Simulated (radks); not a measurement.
Results of a calculation; reference values are marked as such.
Question: These are the eigenvalues of the occupied orbitals of an atom or ion with whole-number occupations (eV). Code: a radial shooting solver on a logarithmic mesh with Libxc functionals. Model: non-relativistic Kohn-Sham, PBE, spin-polarised, spherical densities, point nucleus.

orbital  eigenvalue
1s up     -34354.29
1s down   -34354.28
2s up     -5349.326
2s down   -5348.879
2p up     -5047.916
2p down   -5047.583
3s up     -1204.505
3s down   -1204.302
3p up     -1076.350
3p down   -1076.120
3d up     -838.1038
3d down   -837.7430
4s up     -317.9650
4s down   -316.7571
4p up     -271.3252
4p down   -270.1335
4d up     -190.1829
4d down   -189.0434
5s up     -118.3115
5s down   -117.9570

Which element is it, and in what charge state? The configuration may be excited. Open shells, if any, are filled with parallel spins first.

Answer: Z = 55, caesium, charge +8: Cs8+ in [Kr] 4d9 5s2. The list shows which subshells hold electrons but not how many an open one holds; the 1s level, -1262.5 hartree, gives Z - s = 50.2 by -(Z - s)^2/2, which with screening narrows Z to a few neighbours, and the depths of the outer levels then fix element, charge and occupations together.
